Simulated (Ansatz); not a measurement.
Born–Oppenheimer molecular dynamics of CH$_{5}$NOSi (9 atoms, charge 0, multiplicity 1). It starts from a relaxed structure.

Computed with UKS LDA/6-31G (Ansatz 0.2.0).

- ensemble: NVE (velocity Verlet)
- time step: 1 fs
- steps asked: 166
- starting velocities drawn for: 300 K
- masses: H 2.014 u
- seed: 229152

First frame:

```xyz
9
Properties=species:S:1:pos:R:3
N 0.487 1.358 -0.603
C 0.595 0.006 -0.529
O 1.425 -0.654 -1.188
Si -0.608 -0.925 0.668
H 1.114 1.871 -1.230
H -0.197 1.875 -0.053
H -1.395 -1.913 -0.158
H 0.238 -1.663 1.678
H -1.570 -0.001 1.399
```

(1) How far do the bonds stretch over the last three quarters of this one trajectory? (Pairs bonded in most of those frames.)

## Answers

(1) 
```
  bond  mean (Å)  spread (Å)  shortest  longest
 N1–C2     1.361       0.021      1.32     1.40
 N1–H5     1.025       0.020      0.99     1.07
 N1–H6     1.020       0.021      0.99     1.06
 C2–O3     1.248       0.020      1.22     1.28
C2–Si4     1.941       0.022      1.91     2.00
Si4–H7     1.520       0.070      1.42     1.63
Si4–H8     1.508       0.020      1.48     1.54
Si4–H9     1.524       0.027      1.48     1.56
```

Mean temperature of the second half: 146 K. The conserved energy stayed within 0.52 meV per atom of its start (net change 0.21 meV per atom), so the integration is sound. The temperature averaged 0.49 of the 300 K drawn at the start: a run that starts near a minimum puts about half its kinetic energy into the potential. A run of 0.17 ps of so small a system gives no equilibrium averages. Limits of this set-up: no polarisation functions.

Time of the run: 4.4 min on 1 thread of Arm Neoverse V2 (shared host), peak memory 0.1 GiB.
